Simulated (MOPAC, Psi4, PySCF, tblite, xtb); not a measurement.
Dimer CH3F ··· BF3 (SMILES CF and FB(F)F) at R = 4.31 Å between the centres of mass, closest contact 2.66 Å (a random orientation, not optimised). Geometry in Å and degrees:

```
C
F 1 1.3893
H 1 1.0908 2 108.81
H 1 1.0908 3 110.12 2 -119.18
H 1 1.0908 3 110.12 4 -121.62
F 3 2.6645 1 156.14 4 -123.06
B 6 1.3156 3 94.24 1 -123.42
F 7 1.3159 6 119.99 3 46.42
F 7 1.3159 6 119.93 8 -179.98
```

GFN2-xTB (tblite); SAPT0/jun-cc-pVDZ, frozen core (Psi4); PBE/def2-TZVP, counterpoise-corrected (Psi4); PBE-D3(BJ)/def2-TZVP, counterpoise-corrected (Psi4); HF/aug-cc-pVDZ, counterpoise-corrected (Psi4); MP2/aug-cc-pVDZ = DF-MP2/aug-cc-pVDZ, frozen core, counterpoise-corrected run with Psi4; SCS-MP2/aug-cc-pVDZ = DF-SCS-MP2/aug-cc-pVDZ, frozen core, counterpoise-corrected run with Psi4; PM3, restricted, heats of formation (MOPAC); PM7, restricted, heats of formation (MOPAC); GFN1-xTB (xtb); RKS-B3LYP/6-31G* = restricted B3LYP/6-31G*, spherical d, no counterpoise correction (PySCF); RKS-B3LYP/LANL2DZ = restricted B3LYP/LANL2DZ, no counterpoise correction in PySCF; RHF/6-31G* = restricted Hartree-Fock/6-31G*, spherical d, no counterpoise correction run with PySCF; RKS-M06-2X/6-31G* = PySCF with restricted M06-2X/6-31G*, spherical d, no counterpoise correction.

Q: What interaction energy does each level give?

A: 
| method | E_int / kJ/mol |
|---|---|
| RKS-M06-2X/6-31G* | -2.52 |
| RKS-B3LYP/6-31G* | -1.72 |
| GFN1-xTB | -1.37 |
| GFN2-xTB | -1.29 |
| PBE-D3(BJ)/def2-TZVP | -1.06 |
| PM3 | -0.12 |
| RKS-B3LYP/LANL2DZ | 0.07 |
| PM7 | 0.59 |
| MP2/aug-cc-pVDZ | 0.62 |
| PBE/def2-TZVP | 1.06 |
| RHF/6-31G* | 1.15 |
| SCS-MP2/aug-cc-pVDZ | 1.31 |
| SAPT0/jun-cc-pVDZ | 2.15 |
| HF/aug-cc-pVDZ | 3.77 |
